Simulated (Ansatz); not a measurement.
def2 core potentials replace the inner electrons of Te.

Cartesian coordinates (Å):
```xyz
14

O      3.5300     0.2527     0.2243
Te     2.5576    -1.4087    -0.3803
C      0.6010    -0.5577    -0.2069
C      0.4702     0.8139     0.0343
C     -0.8058     1.3746     0.1392
C     -1.9450     0.5764    -0.0021
C     -1.8052    -0.7933    -0.2453
C     -0.5340    -1.3661    -0.3436
H      3.5667     0.2111     1.1923
H      1.3663     1.4305     0.1344
H     -0.9085     2.4464     0.3280
H     -2.9400     1.0200     0.0781
H     -2.6907    -1.4248    -0.3538
H     -0.4406    -2.4415    -0.5214
```
Charge 0, multiplicity 1.

Question: What LUMO, HOMO–LUMO gap, dipole moment, total energy and HOMO does CAM-B3LYP-D3(BJ)/def2-TZVP // B3LYP-D3(BJ)/def2-SVP in Ansatz (a first-principles code) give?

Answer: 
```json
{
  "LUMO": "-0.81 eV",
  "HOMO–LUMO gap": "6.35 eV",
  "dipole_moment": "1.86 D",
  "total_energy": "-575.4486 Ha",
  "HOMO": "-7.16 eV"
}
```
